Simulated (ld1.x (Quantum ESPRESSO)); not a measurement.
## Which change was made? (Os, RRKJ)

ld1.x (Quantum ESPRESSO) 7.5 input, shortened:

```
&input
   title='Os', zed=76., rel=1, dft='PBE', iswitch=3,
   config='[Xe] 4f14 5d6 6s0 6p0'
 /
 &inputp
   pseudotype=2, tm=.false., lloc=0,
   nlcc=.true.
 /
3
5P  2  1   6.00   0.00  1.75  1.75  0.0
5D  3  2   6.00   0.00  1.80  1.80  0.0
5S  1  0   2.00   0.00  1.00  1.00  0.0
 &test
   configts(1)='5s2 5p6 5d6 6s0 6p0'
 /
```

Cutoffs, loose and tight: the cutoffs (Ry, on a coarse ladder) from which the occupation-weighted sum of valence levels, in a spherical-Bessel basis at the reference potential, stays within 10 and 1 mRy of its value at 400 Ry. They do not see the model core or the augmentation charge, which bear on the density cutoff. Test errors are all-electron minus pseudo excitation energies from the reference, over the configurations 5s2 5p6 5d6 6s2 6p0; 5s2 5p6 5d6 6s1 6p0; 5s2 5p6 5d5 6s0 6p0; 5s2 5p6 5d6 6s0 6p2; 5s2 5p6 5d4 6s0 6p0; 5s2 5p6 5d5 6s2 6p1; 5s2 5p6 5d6 6s1 6p1; variants that change the core or the reference have their own tests. The largest error is taken over the tests solved by every variant that gives reliable tests at all, those not shown here included: 5s2 5p6 5d4 6s0 6p0; 5s2 5p6 5d5 6s0 6p0; 5s2 5p6 5d6 6s0 6p2.

The base gives: outcome: generated; cutoff, loose: 120 Ry; cutoff, tight: 230 Ry; bound ghosts: none; largest test error (meV): +120.

**Question.** After one change the result is: outcome: generated; cutoff, loose: 110 Ry; cutoff, tight: 180 Ry; bound ghosts: none; largest test error (meV): +126. Which change was it?
A. wave 5s (bound): rc 1.00 bohr becomes 5s (bound): rc 0.86 bohr
B. wave 5s (bound): rc 1.00 bohr becomes 5s (bound): rc 1.36 bohr
C. wave 5s (bound): rc 1.00 bohr becomes 5s (bound): rc 1.18 bohr
D. wave 5s (bound): rc 1.00 bohr becomes 5s (bound): rc 0.72 bohr
E. wave 5s (bound): rc 1.00 bohr becomes 5s (bound): rc 1.50 bohr

**Answer.** C. The others give: wave 5s (bound): rc 1.00 bohr becomes 5s (bound): rc 0.72 bohr → outcome: generated; bound ghosts: p, s (extra level of the local part); largest test error (meV): +33 | wave 5s (bound): rc 1.00 bohr becomes 5s (bound): rc 0.86 bohr → outcome: generated; cutoff, loose: 230 Ry; cutoff, tight: over 300 Ry; bound ghosts: none; largest test error (meV): +109 | wave 5s (bound): rc 1.00 bohr becomes 5s (bound): rc 1.36 bohr → outcome: generated; cutoff, loose: 80 Ry; cutoff, tight: 140 Ry; bound ghosts: none; largest test error (meV): +149 | wave 5s (bound): rc 1.00 bohr becomes 5s (bound): rc 1.50 bohr → outcome: generated; cutoff, loose: 70 Ry; cutoff, tight: 110 Ry; bound ghosts: none; largest test error (meV): +158.
